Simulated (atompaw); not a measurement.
# u(r) = r·R(r): atom against pseudo-atom (manganese)

Columns: radius, all-electron u(r) and pseudo u(r) of the 3d shell (level -24.28 eV) of manganese in the configuration [Ne] 3s2 3p6 3d5 4s0 4p0; PBEsol, scalar-relativistic, PAW (atompaw) scheme, atompaw 4.2.0.5.

| r (bohr) | all-electron | pseudo |
| --- | --- | --- |
| 0.102 | 0.0629 | 0.0010 |
| 0.204 | 0.2582 | 0.0079 |
| 0.306 | 0.4828 | 0.0257 |
| 0.408 | 0.6696 | 0.0577 |
| 0.510 | 0.7998 | 0.1052 |
| 0.612 | 0.8755 | 0.1668 |
| 0.713 | 0.9067 | 0.2384 |
| 0.815 | 0.9064 | 0.3164 |
| 0.917 | 0.8845 | 0.3938 |
| 1.019 | 0.8491 | 0.4644 |
| 1.121 | 0.8058 | 0.5226 |
| 1.223 | 0.7584 | 0.5641 |
| 1.325 | 0.7093 | 0.5869 |
| 1.427 | 0.6603 | 0.5909 |
| 1.529 | 0.6123 | 0.5782 |
| 1.631 | 0.5659 | 0.5524 |
| 1.733 | 0.5217 | 0.5180 |
| 1.835 | 0.4799 | 0.4795 |
| 1.937 | 0.4406 | 0.4406 |
| 2.038 | 0.4041 | 0.4041 |
| 2.140 | 0.3697 | 0.3697 |
| 2.242 | 0.3378 | 0.3378 |
| 2.344 | 0.3082 | 0.3082 |
| 2.446 | 0.2809 | 0.2809 |
| 2.548 | 0.2557 | 0.2557 |
| 2.650 | 0.2326 | 0.2326 |

**Question.** How many radial nodes do the two functions have?

**Answer.** The all-electron 3d function has n − l − 1 = 0; the pseudo-wave has 0.

**Question.** At about which radius was the pseudo-wave matched?

**Answer.** 2.05 bohr. The columns agree to 0.0005 from 1.83 bohr on; several derivatives are matched, so the curves merge somewhat inside the radius.

**Question.** Is the pseudo-wave norm-conserving?

**Answer.** No, it belongs to a PAW set: the norm inside the radius is not constrained, and the difference is carried by the augmentation charge.
